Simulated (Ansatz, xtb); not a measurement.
GeH4Si: which of two structures lies lower

Structure I: `[SiH2]=[GeH2]`, a singlet. Structure II: a singlet given by its coordinates. Both are isolated molecules in the gas phase, relaxed with r2SCAN-D4/def2-TZVP.

I (Å):

```xyz
6

Ge    0.7138    0.0431   -1.4703
Si   -0.2438   -0.5732    0.4181
H     1.3698   -1.0278   -2.3477
H    -0.8879    0.4818    1.2393
H     1.5284    1.3403   -1.4944
H    -1.0421   -1.8242    0.4082
```

II (Å):

```yaml
atoms:
  - { symbol: Ge, position_ang: [0.9652, -1.5326, -0.3903] }
  - { symbol: Si, position_ang: [-0.4088, 0.3218, -0.5625] }
  - { symbol: H, position_ang: [-0.9358, -1.1875, -0.6940] }
  - { symbol: H, position_ang: [-1.1856, 0.8404, 0.5963] }
  - { symbol: H, position_ang: [-0.8792, 1.0189, -1.7912] }
  - { symbol: H, position_ang: [1.0499, -1.4187, -1.9750] }
```

Close contacts (Å): Ge1–Si2 2.31, Ge1–H3 1.96, Ge1–H6 1.59, Si2–H3 1.60, Si2–H4 1.49, Si2–H5 1.49.

Q: Estimate E(II) − E(I) at the level CCSD(T)/def2-TZVPP.

A: Calculated at CCSD(T)/def2-TZVPP: E(II) − E(I) = +1.64 kcal/mol, so structure I lies lower.

How the difference moves with the method:

| level | geometry | E(II) − E(I) (kcal/mol) | departure from the last row (kcal/mol) | job, with rough time for the two |
| --- | --- | --- | --- | --- |
| r2SCAN-D4/def2-TZVP | r2SCAN-D4/def2-TZVP | −0.63 | −2.26 | optimisation, 47 s |
| HF/def2-TZVPP | r2SCAN-D4/def2-TZVP | −2.54 | −4.18 | part of the CCSD(T) run |
| MP2/def2-TZVPP | r2SCAN-D4/def2-TZVP | +0.93 | −0.70 | part of the CCSD(T) run |
| CCSD(T)/def2-TZVPP | r2SCAN-D4/def2-TZVP | +1.64 |  | single point, 30 s |

r2SCAN-D4/def2-TZVP, HF/def2-TZVPP put the two in the other order. The largest departure from CCSD(T)/def2-TZVPP is that of HF/def2-TZVPP, 4.18 kcal/mol. Levels run at GFN2-xTB geometries aren't shown.

With harmonic frequencies from r2SCAN-D4/def2-TZVP (ideal gas, rigid rotor, one conformer each, 298.15 K, 1 atm): on the last row, ΔE + ΔZPE = +1.56, ΔH = +1.32, ΔG = +1.66 kcal/mol.

The correlated steps freeze 14 core orbitals; the filled d shell of Ge is correlated, in a basis made for valence electrons. Mirror images aren't counted in ΔG. Programs: Ansatz 0.2.0; the last row on 2 threads of Arm Neoverse V1 on a shared host.
